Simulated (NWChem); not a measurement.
System: CH$_{5}$ClFNSi; SMILES C[Si@@](N)(F)Cl

Here is an NWChem input.

```
start job
memory heap 200 mb stack 900 mb global 1100 mb
geometry units angstroms noautosym nocenter noautoz
  C      1.622486     1.086233     0.458346
  Si     0.000683     0.297717     0.050284
  N     -1.233857     0.757130     1.129212
  F     -0.338977     0.661465    -1.499630
  Cl     0.105315    -1.761631     0.095091
  H      1.961448     0.789366     1.461357
  H      1.538049     2.184298     0.429257
  H      2.387612     0.788712    -0.273858
  H     -2.099240     0.233023     1.186634
  H     -1.358302     1.725631     1.400113
end
basis spherical
  C library 6-31g*
  Si library 6-31g*
  N library 6-31g*
  F library 6-31g*
  Cl library 6-31g*
  H library 6-31g*
end
dft
  xc b3lyp
  iterations 150
end
cosmo
  do_cosmo_smd true
  solvent water
end
task dft energy
```

Parts of the log:

```
             Northwest Computational Chemistry Package (NWChem) 7.3.0
             --------------------------------------------------------

                             Geometry "geometry" -> ""
                             -------------------------

 Output coordinates in angstroms (scale by  1.889725989 to convert to a.u.)

  No.       Tag          Charge          X              Y              Z
 ---- ---------------- ---------- -------------- -------------- --------------
    1 C                    6.0000     1.62248600     1.08623300     0.45834600
    2 Si                  14.0000     0.00068300     0.29771700     0.05028400
    3 N                    7.0000    -1.23385700     0.75713000     1.12921200
    4 F                    9.0000    -0.33897700     0.66146500    -1.49963000
    5 Cl                  17.0000     0.10531500    -1.76163100     0.09509100
    6 H                    1.0000     1.96144800     0.78936600     1.46135700
    7 H                    1.0000     1.53804900     2.18429800     0.42925700
    8 H                    1.0000     2.38761200     0.78871200    -0.27385800
    9 H                    1.0000    -2.09924000     0.23302300     1.18663400
   10 H                    1.0000    -1.35830200     1.72563100     1.40011300

 Effective nuclear repulsion energy (a.u.)     309.2912579238

                                 NWChem DFT Module
                                 -----------------

 Summary of "ao basis" -> "ao basis" (spherical)
 ------------------------------------------------------------------------------
       Tag                 Description            Shells   Functions and Types
 ---------------- ------------------------------  ------  ---------------------
 C                           6-31g*                  6       14   3s2p1d
 Si                          6-31g*                  8       18   4s3p1d
 N                           6-31g*                  6       14   3s2p1d
 F                           6-31g*                  6       14   3s2p1d
 Cl                          6-31g*                  8       18   4s3p1d
 H                           6-31g*                  2        2   2s

 in cosmo_initialize ...
 calling solv_data for solv:h2o

 solvent parameters
 solvname_short: h2o
 solvname_long:  water
 dielec:       78.4000
 dielecinf:     1.7769
 aqueous SMD model solvent descriptors
 dielec:       78.4000
 sola:          0.8200

[...]

                                COSMO-SMD solvation results
                                ---------------------------

             internal energy in gas <Psi(g)|H|Psi(g)> =      -945.553759060411
         internal energy in solvent <Psi(s)|H|Psi(s)> =      -945.552407531199
                               delta internal energy  =         0.001351529212 (    0.85 kcal/mol)
   total free energy in solvent <Psi(s)|H+V/2|Psi(s)> =      -945.565436860986
 polarization energy contribution <Psi(s)|V/2|Psi(s)> =        -0.013029329786 (   -8.18 kcal/mol)
    total free energy in solvent including G(SMD-CDS) =      -945.559173807395
                       G(SMD-CDS) energy contribution =         0.006263053591 (    3.93 kcal/mol)
     1 M fixed-concentration free energy of solvation =        -0.005414746984 (   -3.40 kcal/mol)

                       DFT Final Molecular Orbital Analysis
                       ------------------------------------

 Vector   27  Occ=2.000000D+00  E=-3.330882D-01
              MO Center=  6.4D-02, -1.5D+00,  8.6D-02, r^2= 1.9D+00
   Bfn.  Coefficient  Atom+Function         Bfn.  Coefficient  Atom+Function
  ----- ------------  ---------------      ----- ------------  ---------------
    69      0.685764   5 Cl pz               73      0.370810   5 Cl pz
    65     -0.268717   5 Cl pz               50     -0.125976   4 F  py
    37      0.103782   3 N  pz               54     -0.092398   4 F  py
    41      0.076381   3 N  pz               27      0.070224   2 Si pz
    51      0.062075   4 F  pz               52      0.046658   4 F  s

 Vector   28  Occ=2.000000D+00  E=-3.196731D-01
              MO Center=  4.5D-01, -6.0D-01,  2.1D-01, r^2= 3.6D+00
   Bfn.  Coefficient  Atom+Function         Bfn.  Coefficient  Atom+Function
  ----- ------------  ---------------      ----- ------------  ---------------
    67      0.540768   5 Cl px               71      0.299479   5 Cl px
     3      0.238613   1 C  px               63     -0.211433   5 Cl px
    21     -0.174304   2 Si px                4      0.161864   1 C  py
     7      0.158527   1 C  px               68      0.143238   5 Cl py
     6     -0.114046   1 C  s                20     -0.094961   2 Si s

 Vector   29  Occ=2.000000D+00  E=-2.704950D-01
              MO Center= -1.0D+00,  6.2D-01,  1.0D+00, r^2= 1.6D+00
   Bfn.  Coefficient  Atom+Function         Bfn.  Coefficient  Atom+Function
  ----- ------------  ---------------      ----- ------------  ---------------
    37      0.469980   3 N  pz               41      0.403360   3 N  pz
    35      0.230249   3 N  px               36     -0.182559   3 N  py
    39      0.181142   3 N  px               69     -0.153146   5 Cl pz
    40     -0.149320   3 N  py               51      0.112907   4 F  pz
    27      0.104778   2 Si pz               73     -0.101257   5 Cl pz

 Vector   30  Occ=0.000000D+00  E= 5.284737D-02
              MO Center= -1.7D-01, -1.7D-01,  1.3D-01, r^2= 4.9D+00
   Bfn.  Coefficient  Atom+Function         Bfn.  Coefficient  Atom+Function
  ----- ------------  ---------------      ----- ------------  ---------------
    24      1.319006   2 Si s                38     -0.728893   3 N  s
     6     -0.677197   1 C  s                72     -0.610494   5 Cl py
    70     -0.556829   5 Cl s                88      0.478397  10 H  s
    26     -0.433173   2 Si py               22     -0.396909   2 Si py
    82      0.396895   7 H  s                52     -0.307919   4 F  s

[...]
```

Level: B3LYP/6-31G* (spherical d), SMD on the gas-phase geometry. All runs use the structure optimised with PBE0/def2-SVP. B3LYP is NWChem's, with the RPA form of VWN correlation. Solvent: water.
